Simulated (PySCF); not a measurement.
**Sb (antimony, neutral) across methods**

[Kr] 4d10 5s1 5p4, high-spin 4P determinant (an excited configuration). All numbers are calculated (PySCF 2.14, scalar relativity by spin-free X2C-1e, in aug-cc-pwCVTZ-DK3 with one added diffuse shell each of s, p, d, f type (11s10p8d5f1g, 125 functions)).

```
method  E (hartree)  mean ε 5s α (eV)  mean ε 5p α (eV)  mean ε 5p β (eV)  Σ⟨r²⟩ (bohr²)   ⟨S²⟩
   LDA     -6474.05           -14.556            -6.183            -4.564          63.46  3.755
   PBE     -6479.82           -14.382            -6.105            -4.426          63.66  3.757
   UHF  -6477.46767           -21.457           -10.143            -5.747          65.47  3.798
r2SCAN     -6480.26           -15.205            -6.538            -4.428          63.46  3.768
  PBE0     -6479.90           -16.291            -7.226            -5.051          63.51  3.760
```
